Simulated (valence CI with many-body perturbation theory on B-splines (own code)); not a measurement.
**Mn18+: what each term of the Hamiltonian does**

Calculated by configuration interaction combined with many-body perturbation theory (CI+MBPT): five valence electrons over a frozen Dirac-Fock core [He], radial functions for each j: 9 s, 9 p, 8 d, 6 f, 3 g, 1 h, with the one-electron correlation potential Σ1 (screened to all orders), the two-electron term Σ2, the three-electron term Σ3, Breit, model QED; selected single and double excitations, second order for the rest (own B-spline code, finite nucleus).

No measured levels were compared; by estimate levels of excited configurations hold to 0.05 to 0.15 % of their energy, terms of the ground configuration to about 0.5 %. Among the levels kept, up to 2000 cm⁻¹ of a level comes from second order outside the variational space, and about a tenth of that is noise between levels of different J, which matters for small intervals.

Each rung adds one term. CI alone is the Dirac-Coulomb CI over the frozen core; QED comes last and gives the full result, which names the levels. Energies are above 2s2 2p3 4S°_3/2 on the same rung, in × 10³ cm⁻¹.

Names give the largest LS component (configuration and term), which can be under half, so a name can repeat, a term be missing and a line seem to break the LS rules; names also repeat where a configuration has a term twice.

| Level | CI alone | Σ1 | Σ2 | Σ3 | Breit | QED | Full |
| --- | --- | --- | --- | --- | --- | --- | --- |
| 2s2 2p3 2D°_3/2 | 131.09 | +0.02 | +0.41 | -0.34 | +0.97 | -0.01 | 132.13 |
| 2s2 2p3 2D°_5/2 | 165.63 | +0.08 | +0.38 | -0.35 | -2.84 | +0.10 | 163.00 |
| 2s2 2p3 2P°_1/2 | 242.52 | +0.06 | +0.86 | -0.48 | -0.11 | +0.02 | 242.87 |
| 2s2 2p3 2P°_3/2 | 294.67 | +0.16 | +0.73 | -0.45 | -2.87 | +0.22 | 292.45 |
| 2s 2p4 4P_5/2 | 714.00 | -1.22 | -0.68 | -0.39 | +0.36 | -2.86 | 709.23 |
| 2s 2p4 4P_3/2 | 770.78 | -1.14 | -0.66 | -0.40 | +0.15 | -2.72 | 766.02 |
| 2s 2p4 4P_1/2 | 790.78 | -1.13 | -0.59 | -0.42 | -0.08 | -2.69 | 785.87 |
| 2s 2p4 2D_3/2 | 987.47 | -1.16 | -1.12 | -0.95 | +0.42 | -2.81 | 981.85 |
| 2s 2p4 2D_5/2 | 1000.8 | -1.12 | -1.04 | -0.92 | -1.47 | -2.75 | 993.52 |
| 2s 2p4 2S_1/2 | 1132.1 | -1.14 | -1.08 | -1.23 | +2.11 | -2.82 | 1127.9 |
| 2s 2p4 2P_3/2 | 1180.7 | -1.16 | -2.80 | -1.62 | -0.26 | -2.84 | 1172.0 |
| 2s 2p4 2P_1/2 | 1262.4 | -1.04 | -2.32 | -1.53 | -1.56 | -2.62 | 1253.3 |
| 2p5 2P°_3/2 | 1856.2 | -2.35 | -3.60 | -1.71 | +2.39 | -5.62 | 1845.3 |
| 2p5 2P°_1/2 | 1948.7 | -2.23 | -3.52 | -1.71 | -0.31 | -5.41 | 1935.5 |
| 2s2 2p2 3s 4P_1/2 | 6516.9 | +1.90 | +0.52 | -0.86 | -1.33 | +0.70 | 6517.9 |
| 2s2 2p2 3s 4P_3/2 | 6572.3 | +2.00 | +0.44 | -0.83 | -3.55 | +0.88 | 6571.2 |
| 2s2 2p2 3s 2P_1/2 | 6601.6 | +1.99 | +0.20 | -0.83 | -3.32 | +0.87 | 6600.5 |
| 2s2 2p2 3s 4P_5/2 | 6612.5 | +2.03 | +0.55 | -0.87 | -6.38 | +0.92 | 6608.7 |
| 2s2 2p2 3s 2P_3/2 | 6643.2 | +2.02 | +0.30 | -0.90 | -5.78 | +0.92 | 6639.7 |

The middle columns are the shifts that each term adds.

Problem. How does the ionisation energy move along the ladder, and which term matters most?

Solution. CI alone 1430.2, + Σ1 1430.5, + Σ2 1430.5, + Σ3 1430.4, + Breit 1430.1, + QED 1430.1 eV. The largest step is Breit, -0.3 eV, with Σ1 about as large (0.3). NIST lists 1430.9 ± 2.2 eV (semi-empirical).
